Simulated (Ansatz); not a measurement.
FeF3⁻. The state is a quintet with charge -1. Geometry PBE0-D4/def2-TZVP, that of the neutral sextet; atoms count from 1.

```tsv
atom	x (Å)	y (Å)	z (Å)
Fe1	0.000	0.000	0.000
F2	-0.637	-0.539	-1.537
F3	-0.412	-0.859	1.467
F4	1.049	1.398	0.070
```

(1) Estimate the Mulliken populations from the PBE0/def2-TZVPD orbitals of Ansatz.

(2) Where does the spin sit?

(3) And the Mayer bond orders between heavy atoms (over 0.3)?

## Answers

(1) 
| atom | charge (e) | spin (α − β) | d electrons |
| --- | --- | --- | --- |
| Fe1 | 1.44 | 3.68 | 6.19 |
| F2 | -0.81 | 0.11 | – |
| F3 | -0.81 | 0.11 | – |
| F4 | -0.81 | 0.11 | – |
Mulliken values depend strongly on the basis. With diffuse functions, as here, like atoms can get unlike values, and bond orders can come out too low or too high.

(2) Summed by element: Fe 3.68, F 0.32, of 4 unpaired in all. Largest on single atoms: Fe1 3.68, F4 0.11, F2 0.11.

(3) Fe1–F2 0.35 (1.75 Å); Fe1–F3 0.35 (1.75 Å); Fe1–F4 0.35 (1.75 Å).
